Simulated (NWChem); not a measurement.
Species: BNH2Cl2; SMILES NB(Cl)Cl

```xyz
6

B      0.0000     0.0000    -0.3475
Cl     1.5354     0.0000     0.5451
Cl    -1.5354     0.0000     0.5451
N      0.0000     0.0000    -1.7448
H     -0.8610     0.0000    -2.2911
H      0.8610     0.0000    -2.2911
```
Atoms are numbered in this order, from 1.

Program: NWChem. Coordinates come from a PBE-D3(BJ)/def2-SVP optimisation. LC-ωPBE (HJS hole) with def2-SVP; x = 1 − exp(−ω/0.25 bohr⁻¹) is a scale chosen for this fit.

```csv
row,x,−ε(HOMO) (eV)
ω = 0.15,0.451,9.01
ω = 0.35,0.753,10.92
ω = 0.40,0.798,11.25
ω = 0.80,0.959,withheld
```

Question: Fit a straight line of the last column on the one before it, predict the withheld value, and compare with the run.

Answer: 
1. Means of the 3 shown rows: x = 0.6673, y = 10.393. Slope Σ(x − x̄)(y − ȳ)/Σ(x − x̄)² = 0.4563/0.07121 = 6.408; intercept 6.117.
2. The shown rows scatter about the line by 0.017 (root mean square); the largest residual is -0.02, at ω = 0.35.
3. At x = 0.959 (ω = 0.80; beyond the shown range) the line gives 12.26.
4. The run gives 12.56, +0.30 from the line.
